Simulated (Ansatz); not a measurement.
System: CaF, charge 0, doublet. CaF (SMILES [Ca][F], doublet).
B3LYP-D3(BJ)/def2-TZVP minimum from Ansatz (a program for electronic structure):
```xyz
2

Ca     0.0000     0.0000    -0.6086
F      0.0000     0.0000     1.3525
```
Charge 0, spin multiplicity 2.

Total energies in def2-QZVPP, 9 correlated electrons, 10 frozen orbitals. UHF or UKS for unpaired electrons; spin-orbit terms are left out. Cores are frozen in correlated methods (noble-gas shells, and filled d and f shells in the p block). No relativity. The spin of CaF ([F][Ca], doublet) was assumed, and the state is the lowest solution found for it.

| method | program | energy (Eh) | minus CCSDT(Q) (mEh) |
|---|---|---|---|
| HF | Ansatz | -776.32829 | 310.28 |
| MP2 | Ansatz | -776.63350 | 5.07 |
| CCSD | Ansatz | -776.62855 | 10.02 |
| CCSD(T) | Ansatz | -776.63830 | 0.27 |
| CCSDT(Q) | Ansatz | -776.63857 | 0.00 |

Rough core times of Ansatz's runs on a shared machine: CCSD(T) 20 s, CCSDT(Q) 20 min.
